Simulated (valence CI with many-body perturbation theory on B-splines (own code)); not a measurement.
**Hyperfine factors and g values of I¹³⁺**

Calculated by configuration interaction combined with many-body perturbation theory (CI+MBPT): four valence electrons over a frozen Dirac-Fock core [Kr], a basis of 7 s, 7 p, 8 d, 6 f, 4 g, 1 h functions for each j, with the one-electron correlation potential Σ1, the two-electron term Σ2, the three-electron term Σ3, Breit, model QED; selected CI, second order for the rest, scaled by the run's own slope (own B-spline code, finite nucleus).

No measured levels were compared; by estimate terms of the open shell hold to 2 to 4 % of their energy, and close levels can change places. Excitations out of the core, of the other parity, are not computed and may begin above about 60.5 eV (a cautious bound); beyond it only levels of the ground parity were kept, without lifetimes.

A/g_I is the dipole constant over the nuclear g factor μ/I (μ in nuclear magnetons, uniformly magnetised nucleus), B/Q the quadrupole constant per barn. Both hold the static response of the core; the bare values leave it out. Large factors of s and p1/2 electrons are usually good to 5 to 10 %; those of open d and f shells near neutrality can be off by tens of per cent, and small factors of p3/2, d and f electrons come from cancelling terms and can be off by a factor of two or in sign, in half-filled shells by more. B is blank for J = 1/2, where it vanishes, and for nearly pure S terms. Energies count from the lowest level. Levels with J = 0 are left out.

Names give the largest LS component (configuration and term), which can be under half, so a name can repeat, a term be missing and a line seem to break the LS rules; names also repeat where a configuration has a term twice. Letters in brackets count levels of one name in rising energy.

```
          Level  E (eV)      g  A/g_I (MHz)  A/g_I bare  B/Q (MHz/b)  B/Q bare
       4d4 5D_1   0.776  1.498         -340         128         1260      1180
       4d4 5D_2   1.524  1.481          370         824          954       891
       4d4 5D_3   2.161  1.466          939        1380         -718      -685
       4d4 5D_4   2.662  1.427         1480        1880        -3360     -3180
       4d4 3H_4   4.537  0.945         2840        2720         1400      1310
       4d4 3G_3   5.458  0.884         3040        2850          495       464
       4d4 3H_5   5.599  1.070         2500        2510         2520      2370
   4d4 3F_2 [a]   5.771  0.790         3010        2720         1130      1070
   4d4 3P_1 [a]   5.830  1.386         1550        1900         -217      -214
       4d4 3H_6   6.099  1.127         2470        2550         2460      2300
       4d4 3G_4   6.651  1.044         2590        2580        -1230     -1150
   4d4 3P_2 [a]   7.036  1.270         1700        1930          384       352
   4d4 3F_4 [a]   7.115  1.128         2180        2250          141       133
   4d4 3F_3 [a]   7.371  1.116         2450        2520          455       431
       4d4 3D_3   7.805  1.158         1790        1890          506       479
       4d4 3G_5   8.155  1.162         2050        2160        -1640     -1540
   4d4 3P_2 [b]   8.521  1.191         2620        2770          856       799
       4d4 1I_6   8.675  1.038         2570        2550         3690      3480
       4d4 3D_1   8.710  0.627         3860        3400          830       777
   4d4 1G_4 [a]   9.855  1.071         2160        2170          630       600
   4d4 3P_2 [c]  10.288  1.135         2270        2350          376       347
       4d4 1F_3  10.753  1.050         2440        2430         3180      2990
   4d4 3P_2 [d]  11.751  1.273         1770        2010         1270      1200
   4d4 3F_4 [b]  12.359  1.190         1700        1850         1140      1070
   4d4 3F_2 [b]  12.744  0.853         3370        3160         2580      2430
   4d4 3F_3 [b]  12.905  1.070         2610        2630         3500      3280
   4d4 3P_1 [b]  13.095  1.487         30.6         490        -1160     -1080
   4d4 1G_4 [b]  13.904  1.039         2720        2700         2140      2020
       4d4 1D_2  17.116  0.999         2570        2510        -4170     -3910
    4d3 5s 5F_1  93.333  0.060       -11000      -10500         -738      -695
    4d3 5s 5F_2  93.803  0.991        12700       11800        -1040      -984
    4d3 5s 5F_3  94.738  1.240        10300        9770         -905      -861
    4d3 5s 5F_4  95.642  1.321         9130        8730         -973      -931
4d3 5s 3F_2 [a]  95.662  0.779          268         280        -1400     -1330
    4d3 5s 5F_5  96.383  1.341         8910        8560         -873      -841
```

Question: Take the isotope of mass number 127, with I = 5/2, μ = 2.8087 μN and Q = -0.688 b. What is the hyperfine structure of 4d4 3F_2 [a]?

Answer: From the table A = 3380 MHz, B = -780 MHz. Shifts from the centre of gravity in MHz: F = 1/2: -24200, F = 3/2: -18800, F = 5/2: -9940, F = 7/2: 2020, F = 9/2: 16700.
